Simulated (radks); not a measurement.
The numbers below are computed, except where a source is named.
All-electron atom: Ni4+ in [Ar] 3d6.

Code: a radial shooting solver on a logarithmic mesh with Libxc functionals. Model: Dirac Kohn-Sham, PBE, spin-unpolarised, spherical densities, finite nucleus; open shells are shared between the two j in proportion to 2j + 1; Fermi nuclear charge, rms radius 3.7757 fm.

Energy parts (eV):
| part | energy |
|---|---|
| total | -41255.205 |
| kinetic | 41927.271 |
| electron-nucleus | -97611.991 |
| Hartree | 16101.568 |
| exchange-correlation | -1672.053 |

Orbitals (lengths in bohr, moments of r in powers of bohr; <r^-3> diverges for s and p1/2):
1s1/2: occ. 2; eigenvalue (eV) -8274.330; <r> 0.05409; <1/r> 28.09
2s1/2: occ. 2; eigenvalue (eV) -1046.515; <r> 0.2447; <1/r> 6.098
2p1/2: occ. 2; eigenvalue (eV) -921.0410; <r> 0.2131; <1/r> 6.049
2p3/2: occ. 4; eigenvalue (eV) -903.5642; <r> 0.2163; <r^-3> 606.7; <1/r> 5.923
3s1/2: occ. 2; eigenvalue (eV) -173.0476; <r> 0.7282; <1/r> 1.953
3p1/2: occ. 2; eigenvalue (eV) -134.4595; <r> 0.7513; <1/r> 1.835
3p3/2: occ. 4; eigenvalue (eV) -132.1413; <r> 0.7601; <r^-3> 81.08; <1/r> 1.806
3d3/2: occ. 2.4; eigenvalue (eV) -68.6470; <r> 0.8382; <r^-3> 8.684; <1/r> 1.527
3d5/2: occ. 3.6; eigenvalue (eV) -68.3488; <r> 0.8416; <r^-3> 8.514; <1/r> 1.521

The highest occupied level is 3d5/2 at -68.349 eV. The density falls to 0.001 e/bohr^3 at r = 2.46 bohr.
